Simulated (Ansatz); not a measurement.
**Ligand exchange: GeH2(CH3)(GeH3) + Sn(CH3)3(OH) → GeH2(GeH3)(OH) + Sn(CH3)4**

Gas-phase species: GeH2(CH3)(GeH3), singlet; Sn(CH3)3(OH), singlet; GeH2(GeH3)(OH), singlet; Sn(CH3)4 (tetramethyltin), singlet. The partners trade CH3 for OH: Ge–CH3 and Sn–OH bonds give way to Ge–OH and Sn–CH3.

Shapes, held fixed at every level: PBE0-D4/def2-TZVP. Flexible molecules stand in one conformer, not always the lowest. Programs: Ansatz 0.2.0. Electronic energies: no zero-point or thermal term.

(1) Estimate ΔE of this reaction.

Results:

(1) MP2/def2-TZVPP gives ΔE = +18.0 kJ/mol; the levels span +16.5 to +20.1. The median of the levels is +19.1. No measured value is set beside it here. For atoms past krypton def2 sets carry core potentials with scalar relativity. Relativity is left out for Ge. Outer-core shells of Ge, Sn are correlated, in sets that cover them unevenly.

```json
{"level": "HF/def2-TZVPP", "kind": "Hartree–Fock", "ΔE (kJ/mol)": "+16.6"}
{"level": "B3LYP-D4/def2-TZVPP", "kind": "global hybrid", "ΔE (kJ/mol)": "+19.4"}
{"level": "PBE0-D4/def2-TZVPP", "kind": "global hybrid", "ΔE (kJ/mol)": "+19.5"}
{"level": "r2SCAN0-D4/def2-TZVPP", "kind": "global hybrid", "ΔE (kJ/mol)": "+20.1"}
{"level": "wB97M-V/def2-TZVPP", "kind": "range-separated hybrid", "ΔE (kJ/mol)": "+19.1"}
{"level": "CCSD/def2-SVP", "kind": "coupled cluster or CI", "ΔE (kJ/mol)": "+16.5"}
{"level": "MP2/def2-TZVPP", "kind": "perturbation theory", "ΔE (kJ/mol)": "+18.0"}
```
